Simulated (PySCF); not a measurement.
SMILES [CH2]OC=O (C₂H₃O₂), doublet at its B3LYP/def2-SVP optimised geometry (Å):

```
7

C     -1.0901     0.7255     0.0003
O      0.2464     0.4719     0.0000
C      0.6776    -0.8160     0.0000
O     -0.0308    -1.7816    -0.0001
H     -1.7854    -0.1121     0.0015
H     -1.3469     1.7816    -0.0004
H      1.7854    -0.8160     0.0000
```

Method: unrestricted B3LYP/def2-TZVP in PySCF.

Map of the Laplacian of the electron density (e/bohr⁵) on the plane z = 1.2 Å:

```
|00000000000000000000000000000|
|00000000000000000000000000000|
|00000000000000000000000000000|
|00000000000000000000000000000|
|00000000000000000000000000000|
|00000000000000000000000000000|
|00000000011000000000000000000|
|00000000111110000000000000000|
|00000001223211100000000000000|
|00000001234332221100000000000|
|00000012345544443210000000000|
|00000012456666776420000000000|
|00000012456678998521000000000|
|00000012355567998531000000000|
|00000012333446787532100000000|
|00000011222234566542110000000|
|00000001111123466653210000000|
|00000000001123567653211000000|
|00000000001135777643210000000|
|00000000001247887532110000000|
|00000000001258986421100000000|
|00000000001247875310000000000|
|00000000000135553210000000000|
|00000000000112321100000000000|
|00000000000001110000000000000|
|00000000000000000000000000000|
|00000000000000000000000000000|
|00000000000000000000000000000|
|00000000000000000000000000000|
```
Scale: ten equal steps from 0.000 (start of '0') to 0.061 (end of '9'), in the order '0123456789'; x runs from -4.00 to 4.00, y from -4.00 (bottom) to 4.00 (top).
